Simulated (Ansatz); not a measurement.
## A basis-limit estimate, worked out

The pair of Li⁺ (SMILES [Li+], atom 1) and HCN (SMILES C#N, atoms 2–4), both closed shells, in one local arrangement (a lower one may exist), relaxed at PBE0-D4/def2-TZVP:

Li1  (0.305, 0.230, -2.245)
C2  (-0.105, -0.079, 0.770)
N3  (0.049, 0.036, -0.354)
H4  (-0.250, -0.187, 1.830)
(Å)

Both fragments are computed in the basis of the whole pair.

Program: Ansatz 0.2.0. Basis: def2-TZVPPD and def2-QZVPPD. Cores are frozen in the correlated methods. The outer core shell of Li, Na, Mg and K is correlated.

Energies in eV:

| quantity | pair | first fragment | second fragment |
| --- | --- | --- | --- |
| Hartree–Fock, triple zeta (X = 3) | -2726.82581 | -196.91187 | -2528.29352 |
| Hartree–Fock, quadruple zeta (X = 4) | -2726.93656 | -196.91260 | -2528.39342 |
| MP2 correlation, X = 3 | -10.07561 | -0.81958 | -9.33703 |
| MP2 correlation, X = 4 | -10.66983 | -0.82021 | -9.92401 |
| CCSD(T) correlation, X = 3 | -10.80131 | -0.93698 | -9.94716 |

Q: Work out the interaction energy at the basis limit: extrapolate Hartree–Fock as E(X) = E∞ + A exp(−7.88 √X) and the MP2 correlation as E(X) = E∞ + B X^−2.97 (the exponents that Neese and Valeev fitted for def2-TZVPP and QZVPP, reused here for the diffuse sets), then add CCSD(T) − MP2 in triple zeta.

A: Each step is linear, so take the differences first (pair − first fragment − second fragment): Hartree–Fock -1.62042 (X = 3) and -1.63054 (X = 4); MP2 correlation 0.08100 and 0.07439; CCSD(T) correlation 0.08283.
Two points give E∞ = E(4) + w [E(4) − E(3)], with w = 1/(exp(7.88 (2 − √3)) − 1) = 0.1377 for Hartree–Fock and w = 1/((4/3)^2.97 − 1) = 0.7407 for the correlation.
Hartree–Fock: -1.63054 + 0.1377 × (-0.01012) = -1.6319 eV.
MP2 correlation: 0.07439 + 0.7407 × (-0.00661) = 0.0695 eV.
CCSD(T) − MP2: 0.08283 − 0.08100 = 0.0018 eV.
Sum: -1.6319 + 0.0695 + 0.0018 = -1.5606 eV, or -35.99 kcal/mol. Plain CCSD(T) in triple zeta gives -1.5376 eV, so the larger basis shifts the result by -0.0230 eV.

No T1 diagnostic of these runs exceeds 0.015.

For scale, one of the runs: CCSD(T)/def2-TZVPPD, 113 basis functions, launched by `ansatz run in.yaml --threads 2 --pin off --events-out ev --progress --plain --max-ram 5222MiB`. The run took about 3 s on 2 CPU threads of an Arm Neoverse V1 (shared host).
